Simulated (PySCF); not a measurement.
**Telling isomers of C5H9F3NP apart by NMR**

Level of theory: geometry from GFN2-xTB, shielding tensors at PBE0/pcSseg-1 (GIAO), in PySCF (one computed conformer, averaged over atoms made equivalent by symmetry, fast rotation or ring inversion, no solvent, non-relativistic Hamiltonian).

Chemical shifts δ = σref − σ; 1H (σref 31.72), 13C (σref 186.93) vs TMS, all at this level. Splittings of carbon signals by F and P are missing where no couplings were computed. Where no couplings were computed, multiplicities follow the n + 1 count of equivalent neighbours, and m marks all less simple cases (inequivalent or close neighbours, rings, F or P nearby). Shifts are as computed. Against solution values, carbons near 30 ppm lie about +3 ppm off and those near 130 ppm about +5 ppm. Of 1211 compounds with measured shifts, 218 miss one by over three times the rms of a fit or turn the order of signals round; such compounds aren't used in these exercises. OH and NH positions are gas-phase values without hydrogen bonding to other molecules.

(1) Tabulate the signals of `C/C=C/[P@](C)(=N)C(F)(F)F`, `CN(C)C/P=C\C(F)(F)F` and their relative energies.

(2) What is the quickest way to tell C/C=C/[P@](C)(=N)C(F)(F)F from CN(C)C/P=C\C(F)(F)F?

Answers

(1) 
```tsv
SMILES	carbon types	δC	δH	E rel. (kcal/mol)
C/C=C/[P@](C)(=N)C(F)(F)F	1×C 2×CH 2×CH3	164.7, 134.1, 121.3, 24.0, 18.2	7.81 (m, 1H), 5.74 (m, 1H), 2.20 (d, 3H), 1.56 (m, 3H), 0.75 (br s, 1H)	0.0
CN(C)C/P=C\C(F)(F)F	1×C 1×CH 1×CH2 2×CH3	182.7, 130.5, 70.3, 45.8	8.69 (m, 1H), 4.39 (m, 2H), 2.60 (s, 6H)	8.8
```

Energies are electronic energies at PBE0/pcSseg-1 on these geometries, without zero-point or thermal terms, each for the one conformer computed, which needn't be the lowest.

(2) Count the carbon signals: 5 against 4. The first has an alkene CH at 121.3 ppm, the second an sp3 CH2 bonded to N and P at 70.3 ppm. Their most deshielded carbons lie at 164.7 and 182.7 ppm. In the proton spectra the most deshielded non-exchanging signals are 7.81 (m, 1H) and 8.69 (m, 1H).
